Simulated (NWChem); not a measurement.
System: SbH₂O₂F; SMILES [Sb]([OH])([OH])[F]

```xyz
6

Sb    -0.0183    -0.0595     0.3698
F      1.3414     1.0231    -0.5005
O      0.1785    -1.6372    -0.7839
H      0.0197    -1.4455    -1.7184
O     -1.4420     0.8664    -0.6318
H     -1.0497     1.4357    -1.3093
```
Atoms are numbered in this order, from 1.

Program: NWChem. All runs use the structure optimised with PBE0/def2-SVP. No frequency run checked for a minimum. def2 effective core potentials on Sb; no spin-orbit coupling. Ions are spin-unrestricted doublets at the neutral geometry; other ion states weren't tried.

**Question.** Estimate the computed values for PBE0/def2-SVP. Quantities: vertical ionisation energy, ΔSCF (eV); −ε(HOMO) (eV).

**Answer.** The vertical ionisation energy, ΔSCF (eV) is 10.75 and the −ε(HOMO) (eV) is 8.42.
